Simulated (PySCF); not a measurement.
PySCF input (M06-2X/6-31G* (5d)):

```python
from pyscf import gto, dft

mol = gto.M(
    atom='''
    Na   -0.00000000   -0.00000000   -0.86395200
    O     0.00000000    0.00000000    1.18793500
    ''',
    basis='6-31g*',
    charge=0,
    spin=1,
    symmetry='C2v',
    verbose=4,
)

mf = dft.UKS(mol, xc='m062x')
mf.grids.level = 4
mf.conv_tol = 1e-9
mf.max_cycle = 100
mf.max_memory = 1500
mf.kernel()
if not mf.converged:
    mf = mf.newton()
    mf.kernel(mf.make_rdm1())
mf.dip_moment()
```

Output:

```
PySCF version 2.14.0

[INPUT] verbose = 4
[INPUT] num. atoms = 2
[INPUT] num. electrons = 19
[INPUT] charge = 0
[INPUT] spin (= nelec alpha-beta = 2S) = 1
[INPUT] symmetry C2v subgroup None
[INPUT] Mole.unit = angstrom
[INPUT] Symbol           X                Y                Z      unit          X                Y                Z       unit  Magmom
[INPUT]  1 Na     0.000000000000   0.000000000000  -0.863952000000 AA    0.000000000000   0.000000000000  -1.632632664770 Bohr   0.0
[INPUT]  2 O      0.000000000000   0.000000000000   1.187935000000 AA    0.000000000000   0.000000000000   2.244871803785 Bohr   0.0

nuclear repulsion = 22.6950093065359
point group symmetry = Coov, use subgroup C2v
symmetry origin: [0.00000000e+00 0.00000000e+00 7.95674157e-07]
symmetry axis x: [1. 0. 0.]
symmetry axis y: [0. 1. 0.]
symmetry axis z: [0. 0. 1.]
num. orbitals of irrep A1 = 16
num. orbitals of irrep A2 = 2
num. orbitals of irrep B1 = 7
num. orbitals of irrep B2 = 7
number of shells = 14
number of NR pGTOs = 78
number of NR cGTOs = 32
basis = 6-31g*
ecp = {}

******** <class 'pyscf.dft.uks_symm.SymAdaptedUKS'> ********
method = SymAdaptedUKS
initial guess = minao
damping factor = 0
level_shift factor = 0
DIIS = <class 'pyscf.scf.diis.CDIIS'>
diis_start_cycle = 1
diis_space = 8
diis_damp = 0
SCF conv_tol = 1e-09
SCF conv_tol_grad = None
SCF max_cycles = 100
direct_scf = True
direct_scf_tol = 1e-13
number electrons alpha = 10  beta = 9
XC library pyscf.dft.libxc version 7.1.2
    S. Lehtola, C. Steigemann, M. J. T. Oliveira, and M. A. L. Marques,  SoftwareX 7, 1–5 (2018)
XC functionals = m062x
    Y. Zhao and D. G. Truhlar,  Theor. Chem. Acc. 120, 215 (2008)
    Y. Zhao and D. G. Truhlar,  Theor. Chem. Acc. 120, 215 (2008)
radial grids:
    Treutler-Ahlrichs [JCP 102, 346 (1995); DOI:10.1063/1.469408] (M4) radial grids

becke partition: Becke, JCP 88, 2547 (1988); DOI:10.1063/1.454033
pruning grids: <function nwchem_prune>
grids dens level: 4
symmetrized grids: C2v
atomic radii adjust function: <function treutler_atomic_radii_adjust>
small_rho_cutoff = 0
Freeze 0 electrons in irreps []
    19 free electrons in irreps A1 A2 B1 B2
Set gradient conv threshold to 3.16228e-05
tot grids = 55648
init E= -237.065701841907
alpha HOMO (B1) = -0.405723976936637  LUMO (A1) = -0.0848246066709419
beta  HOMO (B1) = -0.405723976936637  LUMO (B2) = -0.405723976936638

WARN: HOMO -0.405723976936637 >= LUMO -0.405723976936638

WARN: alpha-B1 HOMO -0.405723976936637 > system LUMO -0.405723976936638

WARN: alpha-B2 HOMO -0.405723976936639 > system LUMO -0.405723976936638

WARN: beta-B1 HOMO -0.405723976936637 > system LUMO -0.405723976936638

WARN: beta-B2 LUMO -0.405723976936638 < system HOMO -0.405723976936637

cycle= 1 E= -237.291114728874  delta_E= -0.225  |g|= 0.357  |ddm|= 0.811
alpha HOMO (B1) = -0.0958537672259641  LUMO (A1) = -0.0522582041676594
beta  HOMO (B1) = -0.0753793284906967  LUMO (A1) = -0.0444867819337245
  HOMO = -0.0753793284907  LUMO = -0.0522582041677  gap/eV = 0.62916
cycle= 2 E= -237.054462337086  delta_E= 0.237  |g|= 0.753  |ddm|= 0.91
alpha HOMO (B1) = -0.280121725323314  LUMO (A1) = -0.0526843322812349
beta  HOMO (A1) = -0.242007872510409  LUMO (A1) = -0.0590408328937344
  HOMO = -0.24200787251  LUMO = -0.0590408328937  gap/eV = 4.97879
cycle= 3 E= -237.355271471108  delta_E= -0.301  |g|= 0.0379  |ddm|= 0.646
alpha HOMO (B1) = -0.25360455648305  LUMO (A1) = -0.0575180869352687
beta  HOMO (B1) = -0.220472577408218  LUMO (A1) = -0.0286296120850582
  HOMO = -0.220472577408  LUMO = -0.0575180869353  gap/eV = 4.43422
cycle= 4 E= -237.356386015341  delta_E= -0.00111  |g|= 0.00423  |ddm|= 0.0793
alpha HOMO (B1) = -0.254142802160284  LUMO (A1) = -0.0505761761826933
beta  HOMO (B1) = -0.220131972442339  LUMO (A1) = -0.0357133926807132
  HOMO = -0.220131972442  LUMO = -0.0505761761827  gap/eV = 4.61385
cycle= 5 E= -237.356420810959  delta_E= -3.48e-05  |g|= 0.00166  |ddm|= 0.0144
alpha HOMO (B1) = -0.255079560393379  LUMO (A1) = -0.0526519273730215
beta  HOMO (B1) = -0.21995678795312  LUMO (A1) = -0.0354786894237025
  HOMO = -0.219956787953  LUMO = -0.052651927373  gap/eV = 4.55260
cycle= 6 E= -237.356425262716  delta_E= -4.45e-06  |g|= 0.00057  |ddm|= 0.0035
alpha HOMO (B1) = -0.255476547619278  LUMO (A1) = -0.0531236473355734
beta  HOMO (B1) = -0.219684236884964  LUMO (A1) = -0.0353049919841313
  HOMO = -0.219684236885  LUMO = -0.0531236473356  gap/eV = 4.53234
cycle= 7 E= -237.356426083563  delta_E= -8.21e-07  |g|= 0.00013  |ddm|= 0.00217
alpha HOMO (B1) = -0.255523162534535  LUMO (A1) = -0.0531148958213654
beta  HOMO (B1) = -0.219619146296215  LUMO (A1) = -0.0351943173350437
  HOMO = -0.219619146296  LUMO = -0.0531148958214  gap/eV = 4.53081
cycle= 8 E= -237.356426122056  delta_E= -3.85e-08  |g|= 3.79e-05  |ddm|= 0.000485
alpha HOMO (B1) = -0.255538667357831  LUMO (A1) = -0.0531384335631766
beta  HOMO (B1) = -0.219618373907931  LUMO (A1) = -0.0351608090482136
  HOMO = -0.219618373908  LUMO = -0.0531384335632  gap/eV = 4.53015
cycle= 9 E= -237.356426126203  delta_E= -4.15e-09  |g|= 1.19e-05  |ddm|= 0.00017
alpha HOMO (B1) = -0.255543434555021  LUMO (A1) = -0.0531447155437705
beta  HOMO (B1) = -0.219623370241374  LUMO (A1) = -0.0351603908446911
  HOMO = -0.219623370241  LUMO = -0.0531447155438  gap/eV = 4.53011
cycle= 10 E= -237.35642612657  delta_E= -3.67e-10  |g|= 2.52e-06  |ddm|= 5.14e-05
alpha HOMO (B1) = -0.255543215973892  LUMO (A1) = -0.0531487239328614
beta  HOMO (B1) = -0.21962394114849  LUMO (A1) = -0.0351567680371789
  HOMO = -0.219623941148  LUMO = -0.0531487239329  gap/eV = 4.53002
Extra cycle  E= -237.356426126586  delta_E= -1.6e-11  |g|= 1.28e-06  |ddm|= 7.18e-06
converged SCF energy = -237.356426126586  <S^2> = 0.75656539  2S+1 = 2.0065547
Dipole moment(X, Y, Z, Debye):  0.00000,  0.00000, -7.63212
```

The geometry given is a B3LYP-D3(BJ)/def2-TZVP minimum.
